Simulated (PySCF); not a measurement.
# How the method changes the shape and vibrations of AlBFH3N cation

Calculated results; nothing here was measured. The program is PySCF 2.14.0, an open-source quantum chemistry code, run on an isolated molecule that a program drew, which may never have been made. The molecule is AlBFH3N cation (charge +1, singlet), drawn as the SMILES string `[NH2][AlH][B+]F`.

The geometry was optimised and harmonic frequencies were computed with HF and MP2, all in the cc-pV(D+d)Z basis, for the commonest isotopes, with a restricted reference for singlets and an unrestricted one otherwise, and a frozen core in MP2. Each result is a local minimum of its method.

Geometry at the HF minimum:
```xyz
7
AlBFH3N cation, angstrom
N    -0.1918   -0.4445   -1.2884
Al   -0.3467    0.8806   -0.1908
B    -2.5624    1.4205   -0.1093
F    -3.7559    1.7095   -0.0666
H     0.6905   -0.8783   -1.5064
H    -0.9149   -0.9103   -1.8068
H     0.5035    1.7903    0.7251
```

Lengths of the bonds as drawn, in Å (atoms numbered as above):
| bond | HF | MP2 |
|---|---|---|
| N1-Al2 | 1.728 | 1.744 |
| Al2-B3 | 2.282 | 2.261 |
| B3-F4 | 1.229 | 1.247 |
| N1-H5 | 1.007 | 1.022 |
| N1-H6 | 1.004 | 1.019 |
| Al2-H7 | 1.546 | 1.549 |

Rotational constants, in GHz:
```
constant,HF,MP2
A,16.53,16.01
B,2.346,2.368
C,2.055,2.063
```

Harmonic frequencies in cm^-1, each column in rising order, so a row needn't be the same motion in every method:
| rank | HF | MP2 |
|---|---|---|
| 1 | 116 | 107 |
| 2 | 238 | 225 |
| 3 | 318 | 309 |
| 4 | 354 | 346 |
| 5 | 358 | 353 |
| 6 | 502 | 476 |
| 7 | 576 | 536 |
| 8 | 587 | 544 |
| 9 | 749 | 701 |
| 10 | 918 | 879 |
| 11 | 1668 | ? |
| 12 | 1679 | 1604 |
| 13 | 2143 | 2103 |
| 14 | 3752 | 3574 |
| 15 | 3834 | 3671 |

**Estimate the missing MP2 frequency from the HF column.**

A single factor s that minimises the squared misfit of MP2 against s times HF over the other rows is sum(HF x MP2) / sum(HF^2) = 0.9577, with an rms misfit of 17 cm^-1. For rank 11 it gives 0.9577 x 1668 = 1597 cm^-1. The calculation gives 1550 cm^-1, 47 cm^-1 below the estimate. The drawn bonds are on average 0.8 % longer in MP2 than in HF.
